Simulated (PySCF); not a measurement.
A PySCF script (with the pyscf-properties extension) for the NMR shieldings of `[SiH3][N]([GeH3])C1CC1`, C₃H₁₁GeNSi, on a PBE0-D3(BJ)/def2-SVP geometry:

```python
import basis_set_exchange as bse
import numpy as np
from pyscf import gto, dft
from pyscf.prop import nmr

atoms = """
Si   -1.224589    1.948796    0.481574
N    -0.567727    0.352641    0.231290
Ge   -1.558246   -1.109051   -0.319192
C     0.709849    0.061262    0.823713
C     1.793934   -0.569540   -0.004065
C     1.917378    0.862437    0.422812
H    -1.315372    2.303663    1.935958
H    -0.385081    3.000888   -0.172770
H    -2.592685    1.975635   -0.114691
H    -2.896883   -0.583551   -0.858613
H    -0.784258   -1.859632   -1.419444
H    -1.790427   -2.068336    0.868752
H     0.681727   -0.250195    1.878974
H     2.435712   -1.318622    0.466891
H     1.567273   -0.758070   -1.056511
H     2.644406    1.123945    1.195842
H     1.774432    1.626079   -0.345825
"""
names = dict.fromkeys(["Si", "N", "Ge", "C", "H"], "pcSseg-1")
basis = {el: gto.basis.parse(bse.get_basis(n, elements=[el], fmt="nwchem")) for el, n in names.items()}
mol = gto.M(atom=atoms, basis=basis, charge=0, verbose=0)
mf = dft.RKS(mol, xc="PBE0")
mf.grids.level = 2
mf.grids.alignment = dft.numint.BLKSIZE   # the property module wants whole blocks of grid points
mf.conv_tol = 1e-9
mf.kernel()

calc = nmr.RKS(mf)   # GIAO
C = mf.mo_coeff
Co = C[:, mf.mo_occ > 0]
resp = mf.gen_response(singlet=True, hermi=2)
def vind(x):   # induced exchange potential for any number of trial vectors
    d = np.einsum("pi,xij,qj->xpq", C, 2 * x.reshape(-1, C.shape[1], Co.shape[1]), Co, optimize=True)
    return np.einsum("xpq,pi,qj->xij", resp(d - d.transpose(0, 2, 1)), C, Co, optimize=True).ravel()
mo1, _ = nmr.rhf.solve_mo1(calc, with_cphf=vind)
sigma = calc.kernel(mo1)
for i, s in enumerate(sigma):   # ppm
    w = np.linalg.eigvalsh((s + s.T) / 2)
    print("%2d %-2s iso %8.1f  s11 %8.1f  s22 %8.1f  s33 %8.1f" % (i, mol.atom_pure_symbol(i), w.mean(), *w))
```

Task: What are the results?

Result: 
```
 0 Si iso    401.9  s11    359.3  s22    367.1  s33    479.3
 1 N  iso    250.1  s11    222.6  s22    229.5  s33    298.0
 2 Ge iso   1463.9  s11   1350.5  s22   1388.5  s33   1652.7
 3 C  iso    153.4  s11    123.2  s22    125.5  s33    211.4
 4 C  iso    173.1  s11    140.4  s22    170.3  s33    208.6
 5 C  iso    173.7  s11    142.8  s22    170.2  s33    207.9
 6 H  iso     26.6  s11     23.1  s22     24.1  s33     32.7
 7 H  iso     26.6  s11     22.5  s22     25.3  s33     32.1
 8 H  iso     26.8  s11     22.5  s22     25.8  s33     32.0
 9 H  iso     26.6  s11     19.7  s22     22.9  s33     37.3
10 H  iso     26.6  s11     19.5  s22     23.6  s33     36.8
11 H  iso     26.5  s11     20.1  s22     22.1  s33     37.4
12 H  iso     29.1  s11     21.8  s22     27.7  s33     37.7
13 H  iso     30.8  s11     25.2  s22     25.9  s33     41.2
14 H  iso     30.8  s11     26.0  s22     28.7  s33     37.6
15 H  iso     30.7  s11     25.1  s22     25.9  s33     41.2
16 H  iso     30.5  s11     25.6  s22     28.2  s33     37.8
```

These numbers come from an equivalent density-fitted implementation of the same equations, which agrees with the script to about 0.01 ppm for H and up to a few tenths of a ppm for heavy atoms, so last digits may differ.

Task: Turn these shieldings into chemical shifts. Scale: 29Si (σ = 351.99 ppm), 13C (σ = 184.41 ppm), 1H (σ = 31.27 ppm) against TMS; 15N (σ = 265.67 ppm) against NH3; GeMe4 for 73Ge (σ = 1330.28 ppm) (reference shieldings calculated alike).

Result: Averaging equivalent atoms: Si 0: -49.9; N 1: 15.6; Ge 2: -134; C 3: 31.0; C 4/5: 11.0; H 9/10/11: 4.67; H 6/7/8: 4.59; H 12: 2.20; H 14/16: 0.61; H 13/15: 0.51 ppm. Experimental scales use liquid or dissolved standards, which lie at an offset from isolated NH3 (liquid NH3: subtract about 20 ppm).

Relativistic effects, spin–orbit coupling among them, are left out; they matter for Ge and for the light atoms bonded to it.

Size and cost of the density-fitted run: 188 basis functions, 52 s wall time (41 s CPU) on 1 thread of an x86-64 server CPU, shared host.
